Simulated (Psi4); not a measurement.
Br3In, triplet, geometry from GFN2-xTB (such geometries of metal compounds can be far from the true shape) (a higher spin typed on purpose: for a closed-shell molecule this is an excited state) (all electrons, no relativity).

Here is a job for Psi4.
```
memory 2 GB

molecule {
0 3
  In   -0.31221422    0.34829714    0.72257890
  Br   -1.81727600   -1.60136639   -0.49182942
  Br    0.13534756    2.03252745   -1.39974133
  Br    2.11902836   -0.91877705    0.87996029
}

set basis sto-3g
set reference uks
set scf_type pk
set puream true
set d_convergence 1e-8
set dft_radial_points 99
set dft_spherical_points 590

energy('b3lyp5')
print_variables()
```

Question: What does this run give for the nuclear repulsion energy, <S^2>, total energy, dipole moment, number of basis functions?

Answer: 
The nuclear repulsion energy is 1451.8391 Eh. The <S^2> is 2.002. The total energy is -13322.2523 Eh, the dipole moment comes out as 2.26 D and the number of basis functions is 81.

These values belong to the state on which the SCF converged, which isn't shown to be the lowest.

Question: Roughly what does it cost on one core?

Answer: roughly 18 core-seconds.
